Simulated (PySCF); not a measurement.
A run for PySCF: R-B3LYP/6-31G* on GaH4NO2 (SMILES [NH2][Ga]([OH])[OH]), a point of a torsion scan.

```python
from pyscf import gto, scf, dft, mp
from pyscf.data.elements import chemcore

mol = gto.M(
    atom='''
    N     1.67397284    0.11516677   -0.02268882
    Ga   -0.15506855    0.02127626   -0.22668084
    O    -1.16364391    1.38322893   -0.64631458
    O    -0.94602612   -1.52523347   -0.13793698
    H     2.07084467   -0.73804381    0.35467491
    H     2.01986668    0.89799398    0.52303553
    H    -0.83703119    2.14813829   -1.11394144
    H    -1.88057166   -1.56091674   -0.34191233
    ''',
    basis='6-31g*',
    cart=True,
    charge=0, spin=0, verbose=3, max_memory=1800)
mf = dft.RKS(mol, xc='b3lyp')
mf.conv_tol = 1e-8
mf.max_cycle = 100
mf.kernel()
if not mf.converged:
    mf = mf.newton().run(mf.mo_coeff, mf.mo_occ)
```

It printed:

```
converged SCF energy = -2132.28507720836
```

The run converged.

Cost: around 13 core-seconds (rough).
